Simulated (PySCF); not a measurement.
## Radial density of Pb²⁺ (lead, charge +2)

BLYP, [Xe] 4f14 5d9 6s2 7s1, 7s spin antiparallel (an excited configuration). Calculation: PySCF 2.14, in aug-cc-pVTZ-PP with ECP60MDF (6s5p4d2f, 55 functions); a scalar-relativistic core potential. This is the valence pseudo-density: the core potential removes the inner electrons and smooths the orbitals near the nucleus.

```tsv
r (bohr)	4πr²ρ (e/bohr)	4πr²(ρα − ρβ)
0.0194	1.806e-05	0.0000
0.0326	3.462e-05	0.0000
0.0549	5.056e-05	0.0000
0.0924	0.0001594	0.0000
0.155	0.001604	0.0001
0.261	0.03535	0.0014
0.439	1.493	0.0341
0.739	16.61	0.5638
1.24	13.83	0.8879
2.09	2.845	0.1093
3.52	0.3878	-0.2223
5.92	0.1586	-0.1581
9.95	0.002834	-0.0028
```

Energies and moments cover only the electrons outside the core potential. Spin-orbit coupling, absent here, splits the open shell strongly. The outer electron is Rydberg-like, and this basis confines it to a smaller radius and binds it less than a complete one would. With the s spin flipped the determinant is a mixture of two multiplicities, not a spectroscopic state.
